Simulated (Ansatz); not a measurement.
`OB(Cl)C[SiH3]` and `FB(Cl)C[SiH3]` differ in one atom or group.

Ansatz, PBE0-D4/def2-TZVP geometries, multiplicity 1. Each molecule was computed in one conformer, which needn't be the lowest.

| property | `OB(Cl)C[SiH3]` |
| --- | --- |
| HOMO–LUMO gap (PBE0/def2-TZVPP) / eV | 8.75 |
| HOMO–LUMO gap (ωB97M-V/def2-TZVPP) / eV | 12.99 |
| LUMO energy (PBE/def2-TZVPP) / eV | -1.11 |
| size of the dipole moment (ωB97M-V/def2-TZVPP) / D | 0.83 |
| HOMO–LUMO gap (PBE/def2-TZVPP) / eV | 6.39 |
| HOMO energy (PBE/def2-TZVPP) / eV | -7.50 |

Give the same properties after the change, and the shifts. (Best estimate.)

The calculation gave: 
| property | `FB(Cl)C[SiH3]` | shift |
| --- | --- | --- |
| HOMO–LUMO gap (PBE0/def2-TZVPP) / eV | 8.44 | -0.31 |
| HOMO–LUMO gap (ωB97M-V/def2-TZVPP) / eV | 12.71 | -0.28 |
| LUMO energy (PBE/def2-TZVPP) / eV | -1.64 | -0.53 |
| size of the dipole moment (ωB97M-V/def2-TZVPP) / D | 1.67 | 0.84 |
| HOMO–LUMO gap (PBE/def2-TZVPP) / eV | 6.07 | -0.32 |
| HOMO energy (PBE/def2-TZVPP) / eV | -7.71 | -0.21 |

With PBE0 the HOMO falls by 0.22 eV and the LUMO falls by 0.53 eV, so the gap narrows by about 0.31 eV. PBE moves the HOMO by -0.21 eV and ωB97M-V by -0.21 eV. Dipoles are sizes alone; their direction can turn.
